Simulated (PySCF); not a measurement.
**Relaxation of singlet Au₂Te**

Level of theory: PBE0/[Te def2-TZVP with ECP28, Au def2-TZVP with ECP60], scalar-relativistic core potentials, density fitting, no spin–orbit coupling, PySCF. A (50,194) grid was used.

A hand-made bent start, of C2v symmetry, held to at least that symmetry:

```xyz
3
charge 0 multiplicity 1, angstrom
Te    0.0000    0.0000   -1.1215
Au    2.1298    0.0000    0.3698
Au   -2.1298    0.0000    0.3698
```

Optimiser trace:
```csv
step,E − E(last) (kJ/mol),largest gradient (Eh/bohr)
0,17.17,0.01646
1,9.27,0.01018
2,3.30,0.00494
3,2.27,0.00204
4,1.38,0.00064
5,0.83,0.00081
6,0.32,0.00596
7,0.13,0.00358
8,-0.10,0.00307
9,-0.10,0.00222
10,-0.09,0.00193
11,-0.08,0.00156
12,-0.06,0.00100
13,-0.04,0.00073
14,-0.02,0.00029
15,0.00,0.00000
```

It ends at C2v with Te–Au 2.513 Å (×2); Au–Te–Au 88.4° (after a last refinement on a finer grid). A frequency run shows a minimum.

Spin–orbit coupling, left out here, can matter for elements this heavy.
